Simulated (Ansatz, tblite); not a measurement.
Cost and result up the ladder for SnH3(NHMe) (CH7NSn) (10 atoms). The state is a singlet with charge 0. Geometry: B3LYP-D4/def2-SVP.

```xyz
10

Sn   -0.969   -1.220   -0.169
H    -0.855   -2.712    0.673
H    -2.435   -0.392    0.173
H    -0.839   -1.480   -1.877
N     0.532   -0.037    0.593
C     0.751    1.302    0.071
H     1.408   -0.544    0.705
H     1.166    1.355   -0.959
H    -0.198    1.865    0.062
H     1.440    1.865    0.727
```

Ansatz on 4 threads of Arm Neoverse N1 on a shared host; xTB runs through tblite on one thread. Times are rough, summed over both states, and most runs start from the orbitals of an earlier one. PBE0-D4/def2-TZVP serves as the yardstick here, not as an exact answer. The other state is a doublet.

In the def2 sets Sn takes a core potential; there is no spin–orbit coupling. The xTB rows come from tblite.

Raw xTB energies of ions are shifted by several eV.

| level | functions | wall time |
| --- | --- | --- |
| GFN2-xTB | 24 | 0.009 s |
| GFN1-xTB | 31 | 0.012 s |
| PBE-D4/def2-TZVP (with forces) | 154 | 5.1 s |
| PBE0-D4/def2-TZVP | 154 | 6.1 s |
| r2SCAN-D4/def2-TZVP | 154 | 9.9 s |

Q: Estimate what each level gives for the vertical IE (eV).

A: 
```tsv
level	vertical IE (eV)	difference from PBE0-D4/def2-TZVP (eV)
GFN2-xTB	13.45	5.00
GFN1-xTB	13.88	5.43
PBE-D4/def2-TZVP (with forces)	8.40	-0.05
PBE0-D4/def2-TZVP	8.45	0.00
r2SCAN-D4/def2-TZVP	8.34	-0.11
```
